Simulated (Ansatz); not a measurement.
Cost and result for the atomization energy of `CB[CH2][AlH2]` (12 atoms, 11 bonds).

```xyz
12

C     0.532   -0.904    1.450
B     0.783    0.250    0.422
C    -0.332    1.084   -0.196
Al   -0.879    0.095   -1.813
H    -0.518   -1.101    1.678
H     1.005   -1.840    1.128
H     1.039   -0.648    2.390
H     1.916    0.441    0.055
H    -1.261    1.122    0.386
H    -0.040    2.065   -0.582
H    -1.884   -1.124   -1.678
H    -0.361    0.558   -3.238
```

Charge 0, multiplicity 1. The structure was optimised at the PBE0-D4/def2-TZVP level. It is one conformer, not always the lowest. Program: Ansatz. All runs use 2 threads of an AMD EPYC 7B13 on a shared host. Times are those of one run each, without the atoms' runs, and a repeat can differ threefold. Electronic energies, without spin–orbit coupling; frozen cores. CCSD(T)/CBS adds CCSD(T) − MP2 in def2-TZVPP to the MP2 limit, and its time is that of the two runs behind it. T1 = 0.011. HSE06 is the plane-wave form, built on full-range PBE exchange.

CCSD(T)/CBS is a level of theory with its own doubt, some kJ/mol a heavy atom from the limit and from the frozen cores, so smaller differences don't rank the functionals.

| level | functions | wall time |
| --- | --- | --- |
| BLYP-D4/def2-TZVPP | 247 | 2.3 s |
| PBE0-D4/def2-TZVPP | 247 | 3.4 s |
| HSE06-D4/def2-TZVPP | 247 | 3.7 s |
| CCSD(T)/def2-SVP | 100 | 3.9 s |
| r2SCAN-D4/def2-TZVPP (with forces) | 247 | 5.5 s |
| r2SCANh-D4/def2-TZVPP | 247 | 6 s |
| PBE-QIDH/def2-TZVPP | 247 | 6.5 s |
| B2PLYP/def2-TZVPP | 247 | 7 s |
| ωB97X-V/def2-TZVPP | 247 | 8.5 s |
| ωB97M-V/def2-TZVPP (with forces) | 247 | 13 s |
| MP2/def2-QZVPP | 481 | 25 s |
| CCSD(T)/def2-TZVPP | 247 | 5.4 min |
| CCSD(T)/CBS(def2) | – | 5.8 min |

(1) What atomization energy does each give, and how far from CCSD(T)/CBS? (Best estimate.)

Answers

(1) The calculation gave: 
| level | atomization (kJ/mol) | difference from CCSD(T)/CBS | per bond |
| --- | --- | --- | --- |
| BLYP-D4/def2-TZVPP | 4173.3 | -21.7 | -2.0 |
| PBE0-D4/def2-TZVPP | 4209.4 | 14.4 | 1.3 |
| HSE06-D4/def2-TZVPP | 4211.4 | 16.4 | 1.5 |
| CCSD(T)/def2-SVP | 4029.8 | -165.2 | -15.0 |
| r2SCAN-D4/def2-TZVPP (with forces) | 4226.3 | 31.3 | 2.8 |
| r2SCANh-D4/def2-TZVPP | 4214.3 | 19.3 | 1.8 |
| PBE-QIDH/def2-TZVPP | 4191.4 | -3.6 | -0.3 |
| B2PLYP/def2-TZVPP | 4166.4 | -28.6 | -2.6 |
| ωB97X-V/def2-TZVPP | 4213.6 | 18.6 | 1.7 |
| ωB97M-V/def2-TZVPP (with forces) | 4219.8 | 24.8 | 2.3 |
| MP2/def2-QZVPP | 4184.2 | -10.8 | -1.0 |
| CCSD(T)/def2-TZVPP | 4111.2 | -83.8 | -7.6 |
| CCSD(T)/CBS(def2) | 4195.0 | 0.0 | 0.0 |

In def2-TZVPP, CCSD(T) changes the Hartree–Fock value by +841.9 kJ/mol (the triples alone add +40.0 kJ/mol) and MP2 by +865.4 kJ/mol; breaking electron pairs costs correlation energy, which Hartree–Fock lacks. Leaving LDA and LC-ωPBE aside and taking each functional with its dispersion term where it has one, the values, not all of them listed here, spread over 101.0 kJ/mol, from BHLYP-D4 to B97M-V. LDA lies +469.0 kJ/mol from PBE without D4, its usual overbinding. From PBE to PBE0 (25 % exact exchange), in def2-TZVPP and without D4, the atomization energy moves by −21.0 kJ/mol: exact exchange takes away binding that semilocal exchange gives to molecules.
